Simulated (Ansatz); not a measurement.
C3HF5, SMILES `F/C=C(\F)C(F)(F)F`, 9 atoms. Charge 0, multiplicity 1. All runs use 8 threads of an Arm Neoverse V1 on a shared host. Correlated methods freeze the cores.

Task: How many basis functions does each run have, and how long does it take in Ansatz? direct RPA on PBE orbitals/def2-TZVPP energy; RKS ωB97M-V/def2-QZVPP energy; RKS ωB97M-V/def2-SVP energy; RKS PBE0-D4/def2-TZVP frequencies; RHF-CCSD(T)/def2-SVP energy; RKS PBE0-D4/def2-TZVP relaxation (6 steps); RHF-CCSD(T)/def2-TZVPP energy; RKS B3LYP-D4/def2-TZVPP energy and forces; RKS B97M-V/def2-TZVPP energy; RKS HSE06 (plane-wave form)-D4/def2-TZVPP energy; RHF-MP2/def2-QZVPP energy; RKS PBE0-D4/def2-QZVPP energy. (Estimate.)

Result: The calculation gave: Other jobs shared the machine, so times are rough.

```tsv
level	job	functions	wall time	peak host memory (GiB)
RKS HSE06 (plane-wave form)-D4/def2-TZVPP	energy	262	2.3 s	0.75
RKS ωB97M-V/def2-SVP	energy	117	2.9 s	0.48
RKS B3LYP-D4/def2-TZVPP	energy and forces	262	3.4 s	0.76
direct RPA on PBE orbitals/def2-TZVPP	energy	262	4.4 s	0.74
RKS PBE0-D4/def2-QZVPP	energy	486	5.5 s	1.8
RKS B97M-V/def2-TZVPP	energy	262	6.5 s	0.45
RHF-CCSD(T)/def2-SVP	energy	117	11 s	0.81
RKS ωB97M-V/def2-QZVPP	energy	486	12 s	2.2
RHF-MP2/def2-QZVPP	energy	486	16 s	3.2
RKS PBE0-D4/def2-TZVP	relaxation (6 steps)	254	19 s	0.76
RKS PBE0-D4/def2-TZVP	frequencies	254	110 s	0.77
RHF-CCSD(T)/def2-TZVPP	energy	262	5.1 min	7.8
```

B3LYP here is the variant with VWN-RPA as its local correlation; programs differ in this.
